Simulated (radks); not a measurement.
Results of a calculation; reference values are marked as such.
K, configuration [Ar] 4s0.5 4p0.5 (fractional occupations, a model configuration).

Level of theory: non-relativistic Kohn-Sham, PBEsol, spin-polarised, spherical densities, point nucleus; open shells are filled with parallel spins first (a radial shooting solver on a logarithmic mesh with Libxc functionals).

Energy parts (eV):
| part | energy |
|---|---|
| total | -16296.571 |
| kinetic | 16276.884 |
| electron-nucleus | -38684.609 |
| Hartree | 6992.038 |
| exchange-correlation | -880.883 |

Orbitals (lengths in bohr, moments of r in powers of bohr; <r^-3> diverges for s and p1/2; r(max) is where P^2 peaks; r(90%) holds 90 % of the orbital's charge):
orbital	occ.	eigenvalue (eV)	r(90%)	r(max)	<r^-3>
1s up	1	-3500.620	0.146	0.05357	-
1s down	1	-3500.610	0.146	0.05357	-
2s up	1	-350.6100	0.609	0.3206	-
2s down	1	-350.6004	0.608	0.3206	-
2p up	3	-280.3659	0.581	0.2635	151.8
2p down	3	-280.3559	0.581	0.2635	151.8
3s up	1	-35.6299	1.93	1.083	-
3s down	1	-35.5920	1.92	1.083	-
3p up	3	-19.4956	2.24	1.158	14.18
3p down	3	-19.4402	2.23	1.157	14.23
4s up	0.5	-2.8141	7.47	4.242	-
4p up	0.5	-1.2641	10.1	5.615	0.4432

The highest occupied level is 4p up at -1.264 eV. The electron density at the nucleus is 4533 e/bohr^3. The density falls to 0.001 e/bohr^3 at r = 4.05 bohr. Virial ratio -V/T = 2.00121. The spin density at the nucleus is 0.5137 e/bohr^3 (1s 0.0040, 2s 0.0003, 3s -0.0159, 4s 0.5252), a Fermi contact field of 26.9 T. Spin moment in Bohr magnetons: 1.
